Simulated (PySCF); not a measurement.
NMR data simulated for an unnamed compound:

¹H NMR (500 MHz, computed): δ 7.16 (m, 1H), 6.31 (m, 1H), 5.10 (d, 2H), 3.74 (s, 3H), 2.61 (t, 1H).

¹³C{¹H} NMR (computed): δ 157.4 (C), 134.6 (CH), 108.5 (CH), 107.7 (CH), 81.5 (C), 56.3 (CH3).

PySCF 2.14.0 with density-fitted response routines calculation with σ from GIAO-PBE0/pcSseg-1 and geometry: PBE0-D3(BJ)/def2-SVP; fast rotation and ring inversion assumed for equivalent nuclei, one computed conformer, no relativistic terms, no solvent model.

References, each an isolated molecule treated in the same way: TMS for ¹H (σ = 31.27 ppm), ¹³C (σ = 184.41 ppm).

Which of these does the molecule contain: a C≡C triple bond, a nitrile, a CF3 group, a Si–H bond, an ester, a methoxy group?

Results:


- A C≡C triple bond: yes (δC 108.5, 81.5; δH 2.61 (t)).
- A nitrile: no.
- A CF3 group: no.
- A Si–H bond: yes (δH 5.10 (d)).
- An ester: no.
- A methoxy group: yes (δC 56.3; δH 3.74 (s)).

The data belong to SMILES C#C[SiH2]n1cncc1OC, C6H8N2OSi; they needn't prove each group on their own.

Carbon signals by region: 4 in the sp2 and nitrile region (100–160 ppm), 2 at 50–100 ppm.

Shifts are as computed. Against solution values, carbons near 30 ppm lie about +2 ppm off and those near 130 ppm about +5 ppm. Of 1211 compounds with measured shifts, 218 miss one by over three times the rms of a fit or turn the order of signals round; such compounds aren't used in these exercises. No couplings were computed; multiplicities are counted from neighbouring protons, with m where these are inequivalent, close in shift, in a saturated or five-membered ring or joined by F or P, and br s for small geminal =CH2 splittings.
